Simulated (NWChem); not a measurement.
System: BeHOF; SMILES [OH][Be][F]

NWChem input:

```
start job
memory heap 200 mb stack 900 mb global 1100 mb
geometry units angstroms noautosym nocenter noautoz
  Be    -0.000405     0.000392     0.010705
  F      0.015632    -0.015260     1.409131
  O     -0.065728     0.064182    -1.396373
  H      0.311163    -0.303842    -2.200719
end
basis spherical
  * library cc-pvtz
end
dft
  xc xpbe96 cpbe96
  iterations 150
end
tddft
  cis
  ecut -17.5
  nroots 6
  notriplet
end
task tddft energy
```

Excerpt of the output:

```
             Northwest Computational Chemistry Package (NWChem) 7.3.0
             --------------------------------------------------------

                             Geometry "geometry" -> ""
                             -------------------------

 Output coordinates in angstroms (scale by  1.889725989 to convert to a.u.)

  No.       Tag          Charge          X              Y              Z
 ---- ---------------- ---------- -------------- -------------- --------------
    1 Be                   4.0000    -0.00040500     0.00039200     0.01070500
    2 F                    9.0000     0.01563200    -0.01526000     1.40913100
    3 O                    8.0000    -0.06572800     0.06418200    -1.39637300
    4 H                    1.0000     0.31116300    -0.30384200    -2.20071900

 Effective nuclear repulsion energy (a.u.)      45.8528361612

  pbe96 is a nonlocal functional; adding pw91lda local functional.

                                 NWChem DFT Module
                                 -----------------

 Summary of "ao basis" -> "ao basis" (spherical)
 ------------------------------------------------------------------------------
       Tag                 Description            Shells   Functions and Types
 ---------------- ------------------------------  ------  ---------------------
 Be                         cc-pvtz                 10       30   4s3p2d1f
 F                          cc-pvtz                 10       30   4s3p2d1f
 O                          cc-pvtz                 10       30   4s3p2d1f
 H                          cc-pvtz                  6       14   3s2p1d

            General Information
            -------------------
          SCF calculation type: DFT
          Wavefunction type:  closed shell.
          No. of atoms     :     4
          No. of electrons :    22
           Alpha electrons :    11
            Beta electrons :    11
          Charge           :     0
          Spin multiplicity:     1
          Use of symmetry is: off; symmetry adaption is: off
          Maximum number of iterations: 150
          AO basis - number of functions:   104
                     number of shells:    36
          Convergence on energy requested:  1.00D-06
          Convergence on density requested:  1.00D-05
          Convergence on gradient requested:  5.00D-04

              XC Information
              --------------
          PerdewBurkeErnzerhof Exchange Functional  1.000
            Perdew 1991 LDA Correlation Functional  1.000 local
           PerdewBurkeErnz. Correlation Functional  1.000 non-local

[...]

                                NWChem TDDFT Module
                                -------------------

            General Information
            -------------------
           No. of orbitals :     208
            Alpha orbitals :     104
             Beta orbitals :     104
        Alpha frozen cores :       0
         Beta frozen cores :       0
     Alpha frozen virtuals :       0
      Beta frozen virtuals :       0
         Spin multiplicity :       1
    Number of AO functions :     104
        Use of symmetry is : off
      Symmetry adaption is : off
         Schwarz screening :  0.10D-07

              XC Information
              --------------
   PerdewBurkeErnzerhof Exchange Functional   1.00
     Perdew 1991 LDA Correlation Functional   1.00 local
    PerdewBurkeErnz. Correlation Functional   1.00 non-local

             TDDFT Information
             -----------------
          Calculation type : Tamm-Dancoff TDDFT
         Wavefunction type : Restricted singlets
          No. of electrons :      22
           Alpha electrons :      11
            Beta electrons :      11
              No. of roots :       6
          Max subspacesize :    5200
            Max iterations :     100
               Target root :       1
           Target symmetry : none
             Energy Cutoff :-0.18D+02
      Symmetry restriction : off
                 Algorithm : Optimal
        Davidson threshold :  0.10D-03

    6 smallest eigenvalue differences (eV)
--------------------------------------------------------
  No. Spin  Occ  Vir  Irrep   E(Occ)    E(Vir)   E(Diff)
--------------------------------------------------------
    1    1    2   12 a       -18.744    -0.035   509.073
    2    1    2   13 a       -18.744     0.023   510.673
    3    1    2   14 a       -18.744     0.030   510.844
    4    1    2   15 a       -18.744     0.035   510.998
    5    1    2   16 a       -18.744     0.102   512.801
    6    1    2   17 a       -18.744     0.144   513.961
--------------------------------------------------------

  Entering Davidson iterations
  Restricted singlet excited states

  Iter   NTrls   NConv    DeltaV     DeltaE      Time
  ----  ------  ------  ---------  ---------  ---------
    1      6       0     0.87E-01   0.10+100       12.1
    2     12       0     0.75E-03   0.13E-02       12.1
    3     18       6     0.11E-04   0.11E-06       12.0
  ----  ------  ------  ---------  ---------  ---------
  Convergence criterion met

  Ground state a        -190.424969663538 a.u.

  ----------------------------------------------------------------------------
  Root   1 singlet a             18.715706225 a.u.              509.2805 eV
  ----------------------------------------------------------------------------
     Transition Moments    X -0.00598   Y  0.00584   Z -0.00421
     Dipole Oscillator Strength                    0.0010938388
     Electric Quadrupole                           0.0000239167
     Magnetic Dipole                               0.0000278434
     Total Oscillator Strength                     0.0011455989

[...]
```

Level: PBE/cc-pVTZ, restricted-window TDA. All runs use the structure optimised with PBE-D3(BJ)/def2-SVP. The quadrupole and magnetic terms of the printed total strengths depend on the origin.
